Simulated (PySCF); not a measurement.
BBrH₂O. Atoms are numbered in the order given.

```xyz
5

B      0.5969     1.1011     0.0000
H      1.7644     1.2936     0.0000
Br    -0.0424    -0.7352     0.0000
O     -0.2589     2.1308     0.0000
H     -1.1923     1.8844     0.0000
```
Charge 0, spin multiplicity 1.

Geometry optimised at B3LYP-D3(BJ)/def2-TZVP. One conformer was computed; it need not be the lowest.

All values below come from CAM-B3LYP/def2-TZVPD in PySCF.

Isolated molecule, no solvent.

The total energy comes out as -2675.64501 hartree. The point group is Cs and the highest occupied level is -9.88 eV. The lowest empty level is 0.32 eV and the orbital gap is 10.19 eV. The dipole moment comes out as 1.06 D and the quadrupole, principal values (traceless, Buckingham form, about the centre of nuclear charge) is -4.21, -0.04, 4.25 D·Å. The mean static polarisability is 41.2 bohr³ (6.10 Å³) and the polarisability, principal values is 33.2, 39.9, 50.4 bohr³.
